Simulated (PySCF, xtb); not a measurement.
C3H6AlCl, SMILES [CH](=C)[Al]([Cl])[CH3].

GFN2-xTB run with xtb at its own geometry gives an orbital gap of 3.79 eV and a dipole moment of 1.84 D.

Coordinates come from a B3LYP-D3(BJ)/def2-SVP optimisation. The structure was generated by enumeration; whether it is a known compound was not checked. The values are those of a single conformer.

Task: What does PySCF with PBE0/def2-TZVP give? (An estimate is asked for; the answer gives what the named calculation found.)

Result: gap 6.61 eV (levels -7.99 and -1.38 eV), dipole 2.22 D.
